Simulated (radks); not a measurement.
Results of a calculation; reference values are marked as such.
Excited configurations of Re2+: one electron is placed in a higher orbital outside [Xe] 4f14 5d4. The ground configuration is [Xe] 4f14 5d5. Level of theory: Dirac Kohn-Sham, PBEsol, spin-unpolarised, spherical densities, point nucleus; open shells fill j = l - 1/2 first (a radial shooting solver on a logarithmic mesh with Libxc functionals). Excitation = E - E(ground); binding = E(ion) - E, where the ion is the core of charge +3; n* = 3/sqrt(2 binding) in atomic units, and the quantum defect is n - n*.

| outer orbital | excitation (eV) | binding (eV) | n* | quantum defect | eigenvalue (eV) |
|---|---|---|---|---|---|
| 5f5/2 | 18.341 | 8.109 | 3.886 | 1.114 | -6.333 |
| 6s1/2 | 1.304 | 25.147 | 2.207 | 3.793 | -21.191 |
| 6p1/2 | 7.458 | 18.993 | 2.539 | 3.461 | -15.690 |
| 6d3/2 | 15.695 | 10.755 | 3.374 | 2.626 | -8.856 |
| 6f5/2 | 20.976 | 5.474 | 4.729 | 1.271 | -4.488 |
| 7s1/2 | 14.837 | 11.613 | 3.247 | 3.753 | -9.940 |
| 7p1/2 | 16.799 | 9.651 | 3.562 | 3.438 | -8.208 |
| 7f5/2 | 22.602 | 3.849 | 5.641 | 1.359 | -3.252 |

The Delta-SCF ionisation energy is 26.451 eV (NIST Atomic Spectra Database: 27 eV, theoretical). Self-interaction in the functional shifts the binding energies and quantum defects, so they are the method's values and not measured ones. Spin polarisation and multiplet splitting are left out, so open shells lie too high by an amount that depends on their filling.

Beside tabulated values, note that spin-unpolarised runs miss the spin-polarisation part of the exchange energy of open shells.
